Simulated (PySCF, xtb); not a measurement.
C₃H₆F₂Si, SMILES C/C=C(\F)[SiH2]F.

GFN2-xTB in xtb at its own geometry gives an orbital gap of 4.41 eV and a dipole moment of 0.41 D.

The structure is a stationary point at B3LYP-D3(BJ)/def2-SVP. The structure was generated by enumeration; whether it is a known compound was not checked. One conformer was computed; it need not be the lowest.

**Question.** What does ωB97X/def2-TZVP (PySCF) give? (Estimate from the structure and the level; the computed values follow.)

**Answer.** gap 11.73 eV (levels -9.83 and 1.90 eV), dipole 0.84 D.
